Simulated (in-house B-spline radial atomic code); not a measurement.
Inner levels of zirconium as electrons are removed. A shift is the extra binding of the orbital against the neutral atom ([Kr] 4d2 5s2). The density at the nucleus is averaged over the nuclear charge. Computed with an all-electron radial atomic-structure program (B-spline basis): Dirac-Hartree-Fock, average of the configuration, finite nuclei.

```csv
ion,configuration,shift of 3p3/2 (eV),shift of 3s1/2 (eV),shift of 4p3/2 (eV),radius of 3p3/2 (bohr),radius of 3s1/2 (bohr),radius of 4p3/2 (bohr),Σ<r²> (bohr²),change of density at nucleus (bohr⁻³)
Zr,[Kr] 4d2 5s2,0,0,0,0.4627,0.45526,1.3847,68.974,-
Zr+,[Kr] 4d2 5s1,6.5213,6.4994,6.5255,0.46269,0.45528,1.3825,45.965,-5.2368
Zr2+,[Kr] 4d2,?,?,?,?,?,?,?,?
Zr3+,[Kr] 4d1,27.563,27.511,26.35,0.46256,0.45524,1.3552,24.266,-10.616
Zr4+,[Ar] 3d10 4s2 4p6,42.647,42.609,39.744,0.46238,0.45512,1.33,19.739,-5.4256
Zr5+,[Ar] 3d10 4s2 4p5,?,?,?,?,?,?,?,?
Zr6+,[Ar] 3d10 4s2 4p4,82.953,83.127,73.535,0.4623,0.45456,1.2623,14.711,17.097
```

Problem. Fill in the row of Zr2+.

Solution. shift of 3p3/2 (eV): 14.338; shift of 3s1/2 (eV): 14.278; shift of 4p3/2 (eV): 14.258; radius of 3p3/2 (bohr): 0.46267; radius of 3s1/2 (bohr): 0.45531; radius of 4p3/2 (bohr): 1.3779; Σ<r²> (bohr²): 30.363; change of density at nucleus (bohr⁻³): -14.302.

Problem. Fill in the row of Zr5+.

Solution. shift of 3p3/2 (eV): 62.293; shift of 3s1/2 (eV): 62.356; shift of 4p3/2 (eV): 56.296; radius of 3p3/2 (bohr): 0.46264; radius of 3s1/2 (bohr): 0.45486; radius of 4p3/2 (bohr): 1.2943; Σ<r²> (bohr²): 17.089; change of density at nucleus (bohr⁻³): 5.4.
